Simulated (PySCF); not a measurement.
GeH₃, SMILES [GeH3], multiplicity 2. Atoms are numbered in the order given.

```xyz
4

Ge     0.0000     0.0000     0.0407
H     -1.2656    -0.7307    -0.4342
H      0.0000     1.4614    -0.4342
H      1.2656    -0.7307    -0.4342
```
Charge 0, spin multiplicity 2.

Coordinates come from a ωB97X-D3(BJ)/def2-TZVPD optimisation. The isomer is the one that the SMILES or the coordinates give; other isomers of the formula were not compared.

Level of theory: r2SCAN/def2-TZVPD (PySCF).

Mulliken values depend strongly on the basis, most of all with diffuse functions as here. ESP charges are fitted to the potential on shells at 1.4 to 2.0 van der Waals radii. Atomic charges (e):

| atom | meta-Löwdin | ESP fit | Mulliken | Mulliken spin |
|---|---|---|---|---|
| Ge1 | 0.10 | -0.01 | -0.03 | 1.03 |
| H2 | -0.03 | 0.00 | 0.01 | -0.01 |
| H3 | -0.03 | 0.00 | 0.01 | -0.01 |
| H4 | -0.03 | 0.00 | 0.01 | -0.01 |
